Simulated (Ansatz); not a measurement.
**Redistribution: CH2Br2 + CHCl2I → CH2BrI + CHBrCl2**

Species: CH2Br2 (dibromomethane) `BrCBr`, singlet; CHCl2I (dichloroiodomethane) `ClC(Cl)I`, singlet; CH2BrI `BrCI`, singlet; CHBrCl2 `ClC(Cl)Br`, singlet. The partners trade Br for I; both sit on C, so the bond types are kept.

Shapes, held fixed at every level: PBE0-D4/def2-TZVP. Programs: Ansatz 0.2.0. The zero-point and thermal change to 298 K, harmonic and unscaled (PBE0-D4/def2-TZVP), is -0.3 kJ/mol.

Task: Estimate ΔH(298 K) of this reaction.

Result: The highest level, CCSD(T)/def2-TZVPP, gives ΔH(298 K) = -2.6 kJ/mol; the levels span -4.0 to -1.2. That is about zero within the method's error. The column of differences is taken from that level and isn't an error. No measured value is set beside it here. For atoms past krypton def2 sets carry core potentials with scalar relativity. Relativity is left out for Br. Outer-core shells of Br, I are correlated in most correlated rows, in sets that cover them unevenly.

```tsv
level	kind	ΔH(298 K) (kJ/mol)	less CCSD(T)/def2-TZVPP
HF/def2-TZVPP	Hartree–Fock	-2.8	-0.2
B3LYP-D4/def2-TZVPP	global hybrid	-1.2	+1.4
BHLYP-D4/def2-TZVPP	global hybrid	-1.5	+1.1
r2SCAN0-D4/def2-TZVPP	global hybrid	-2.3	+0.3
MP2/def2-TZVPP	perturbation theory	-2.3	+0.3
CCSD(T)/def2-SVP	coupled cluster or CI	-4.0	-1.4
CCSD/def2-SVP	coupled cluster or CI	-4.0	-1.4
CCSD(T)/def2-TZVPP	coupled cluster or CI	-2.6	0.0
```
